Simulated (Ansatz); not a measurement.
```yaml
crystal:
  periodic: [false, false, false]
  atoms:
    - {symbol: C, position_ang: [-0.617044, 1.363287, -0.364938]}
    - {symbol: C, position_ang: [0.019968, 0.750962, 0.875019]}
    - {symbol: B, position_ang: [0.608855, -0.689123, 0.784640]}
    - {symbol: Al, position_ang: [0.432920, -2.004178, -0.882427]}
    - {symbol: H, position_ang: [-1.424137, 0.729499, -0.745906]}
    - {symbol: H, position_ang: [-1.044559, 2.350937, -0.173249]}
    - {symbol: H, position_ang: [0.117239, 1.477736, -1.167436]}
    - {symbol: H, position_ang: [-0.720742, 0.674587, 1.691831]}
    - {symbol: H, position_ang: [0.778738, 1.421309, 1.303867]}
    - {symbol: H, position_ang: [1.183021, -1.070163, 1.775232]}
    - {symbol: H, position_ang: [-0.814180, -2.987256, -1.048214]}
    - {symbol: H, position_ang: [1.556920, -2.072899, -2.014221]}
basis:
  gaussian: {orbitals: def2-SVP, final_grid: {core_spheres: 20, valence_spheres: 16, degree: 47}}
hamiltonian: {xc: {name: B2GP-PLYP}}
output: {forces: true}
```

```sh
$ ansatz run in.yaml --threads 2 --pin off --events-out ev --progress --plain --max-ram 4352MiB
```

Shortened log:

```
Functional definition: B2GP-PLYP
1012 factors; integrals over basis functions are off by at most 1.4e-3 eV
mean field evaluation 1: about -9455.1928 eV, gradient 3.3e1 eV
mean field evaluation 2: about -9455.2444 eV, gradient 3.3e1 eV
mean field evaluation 4: about -9458.2100 eV, gradient 2.2e0 eV
mean field evaluation 8: about -9458.2284 eV, gradient 1.1e-1 eV
mean field evaluation 16: about -9458.2284 eV, gradient 5.7e-5 eV
mean field -9458.22842928 eV, -347.5834837584 hartree, gradient 3.3e-6 eV, S^2 0.000000; 0 other end points of the search recorded, 0 dependent functions left out
8 core orbitals not correlated: weight in the atoms' cores, before any rotation towards them, 1.000 or more for the frozen orbitals, at most 0.000 for the correlated occupied ones
reference -9458.22856641 eV, -347.5834887980 hartree; 11, 11 occupied and 81, 81 virtual orbitals, 1012 factors
second order -13.73735383 eV of doubles, -0.00000000 eV of singles
Total energy: -9463.17401379 eV, -347.7652306369 hartree
Atom 0 at    -0.617044     1.363287    -0.364938 Å, force     0.025621    -0.011485     0.066393 eV/Å
Atom 1 at     0.019968     0.750962     0.875019 Å, force    -0.078380     0.136338    -0.028218 eV/Å
Atom 2 at     0.608855    -0.689123     0.784640 Å, force     0.048731    -0.172705    -0.078199 eV/Å
Atom 3 at     0.432920    -2.004178    -0.882427 Å, force    -0.002146    -0.135862    -0.128511 eV/Å
Atom 4 at    -1.424137     0.729499    -0.745906 Å, force    -0.148027    -0.098043    -0.068967 eV/Å
Atom 5 at    -1.044559     2.350937    -0.173249 Å, force    -0.075334     0.168579     0.023629 eV/Å
Atom 6 at     0.117239     1.477736    -1.167436 Å, force     0.127477     0.030893    -0.146139 eV/Å
Atom 7 at    -0.720742     0.674587     1.691831 Å, force    -0.102419    -0.031800     0.108833 eV/Å
Atom 8 at     0.778738     1.421309     1.303867 Å, force     0.132150     0.091217     0.055945 eV/Å
Atom 9 at     1.183021    -1.070163     1.775232 Å, force     0.067307    -0.041952     0.121250 eV/Å
Atom 10 at    -0.814180    -2.987256    -1.048214 Å, force     0.085036     0.063103     0.003370 eV/Å
Atom 11 at     1.556920    -2.072899    -2.014221 Å, force    -0.080016     0.001718     0.070614 eV/Å
Dipole moment:    -0.036439     0.228763     0.161056 e Å
```

It took 11 s on 2 threads of an Arm Neoverse V1 on a shared host, with 0.45 GiB of host memory at the peak.
